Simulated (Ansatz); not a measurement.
Calculated with Ansatz (gas phase, PBE0-D4/def2-TZVP geometries, no zero-point term in ΔE). CCSD(T)/CBS is the MP2 limit (def2-TZVPP, def2-QZVPP) plus CCSD(T) − MP2 in def2-TZVPP, frozen cores. Functionals use def2-TZVPP. B3LYP here is the variant with VWN-RPA as its local correlation; programs differ in this. One conformer a species, not always the lowest.

`C=N[SiH](O)F` → `NC(=O)[SiH2]F`  (isomerisation)

| level | ΔE (kcal/mol) |
| --- | --- |
| r2SCAN-D4 | 27.2 |
| B97M-V | 29.7 |
| B3LYP-D4 | 28.3 |
| PBE | 22.3 |
| LC-ωPBE | 26.6 |
| MP2/def2-SVP | 23.3 |
| CCSD/def2-SVP | 24.2 |
| SCS-MP2/def2-QZVPP | 33.6 |

(1) What does CCSD(T)/CBS give? (Best estimate.)

(2) What do rigid-rotor, harmonic-oscillator terms from PBE0-D4/def2-TZVP frequencies (298.15 K, 1 bar) make of the CCSD(T)/CBS value? (Best estimate.)

Largest T1 diagnostic among the species: 0.015.

Results:

(1) Computed: +33.0 kcal/mol. The listed levels differ from it by -5.8, -3.3, -4.7, -10.7, -6.4, -9.7, -8.8, 0.6 kcal/mol.

(2) Ansatz gave: ΔZPE = -0.3 kcal/mol, ΔH = +32.5 kcal/mol, ΔS = -9 J/(mol·K), ΔG = +33.1 kcal/mol.

From r2SCAN to r2SCAN0 (25 % exact exchange), in def2-TZVPP and without D4, ΔE moves by +2.3 kcal/mol. In def2-TZVPP, CCSD(T) changes the Hartree–Fock value by −2.7 kcal/mol (the triples alone add −1.1 kcal/mol) and MP2 by −2.5 kcal/mol. At CCSD(T), def2-SVP lies −10.0 kcal/mol from the extrapolated value and def2-TZVPP −0.5 kcal/mol.
